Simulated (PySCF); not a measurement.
## Highest orbital energy against ionisation energy along group 16

Calculated with PySCF 2.14, no spin-orbit coupling. Each cell gives −ε(HOMO) / ΔSCF in eV; NIST values include spin-orbit coupling, (s) semi-empirical, (t) theoretical.

| species | UHF | LDA | PBE | PBE0 | r2SCAN | NIST (lowest levels) |
| --- | --- | --- | --- | --- | --- | --- |
| O+ (aug-cc-pVQZ-DK, spin-free X2C) | 36.198 / 34.565 | 26.434 / 35.577 | 26.358 / 35.267 | 28.966 / 35.301 | 27.287 / 35.470 | 35.121 |
| S+ (aug-cc-pVQZ-DK, spin-free X2C) | 23.452 / 22.714 | 17.882 / 23.398 | 17.911 / 23.308 | 19.481 / 23.376 | 18.465 / 23.508 | 23.338 |
| Se+ (aug-cc-pVQZ-DK, spin-free X2C) | 21.426 / 20.839 | 16.440 / 21.467 | 16.400 / 21.299 | 17.846 / 21.394 | 16.917 / 21.577 | 21.196 ± 0.01 |
| Te+ (aug-cc-pVQZ-DK3, spin-free X2C) | 18.829 / 18.348 | 14.600 / 18.940 | 14.529 / 18.750 | 15.793 / 18.854 | 14.982 / 18.993 | 18.6 ± 0.4 |

**Question.** How far is −ε(HOMO) from ΔSCF on average for each method, and why?

**Answer.** UHF 0.86 eV; LDA -6.01 eV; PBE -5.86 eV; PBE0 -4.21 eV; r2SCAN -5.47 eV. Hartree-Fock orbital energies lack relaxation and so exceed the ΔSCF value; semilocal functionals have convex E(N) from self-interaction, so their HOMO lies far too high; exact exchange moves hybrids part of the way back.
